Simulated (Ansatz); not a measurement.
Ideal-gas functions of FH3S3Sn (`[F][Sn]([SH])([SH])[SH]`) at 298.15 K and 1 bar, from an Ansatz frequency run at PBE0-D4/def2-TZVP.

Molar mass 236.93 g/mol, point group C1 (symmetry number 1), electronic degeneracy 1, moments of inertia 356.727, 383.487, 526.152 u Å². Harmonic wavenumbers (cm⁻¹, unscaled): 61, 81, 104, 109, 131, 156, 161, 194, 342, 380, 383, 609, 696, 709, 739, 2701, 2705, 2707.

Use S(trans) = R[1.5 ln M + 2.5 ln T − 1.1517]; rotational temperatures θ = 24.2544 K / I; S(rot) = R[ln(√π/σ · √(T³/θAθBθC)) + 1.5]; for each mode x = 1.438777 ν̃/T, S = R[x/(eˣ − 1) − ln(1 − e⁻ˣ)] and H = RT x/(eˣ − 1); 1 cm⁻¹ = 0.0119627 kJ/mol; R = 8.31446 J/(mol·K).

By hand: the entropy, in J/(mol·K).

Translation 177.0. Rotation: θ = 0.068, 0.0632, 0.0461 K, giving 123.7. Vibration, mode by mode: 18.51, 16.18, 14.13, 13.75, 12.26, 10.87, 10.62, 9.16, 5.03, 4.35, 4.30, 1.82, 1.30, 1.24, 1.10, 0.00, 0.00, 0.00, in all 124.6. Electronic 0.0. Sum 425.3 J/(mol·K).

By hand: H − E and G − E in kJ/mol, counted from the electronic energy.

Zero-point energy ½ × 12968 × 0.0119627 = 77.6; thermal vibration 18.5; translation, rotation and pV give 4 RT = 9.9. H − E = 106.0 kJ/mol, and G − E = 106.0 − 298.15 × 425.3/1000 = -20.8 kJ/mol.

Vibration gives 29 % of the entropy, 74.8 J/(mol·K) of it from the modes under 150 cm⁻¹: soft modes count most, and the harmonic formula is weakest for them. The sum counts one conformer and one mirror image; others add a mixing term.
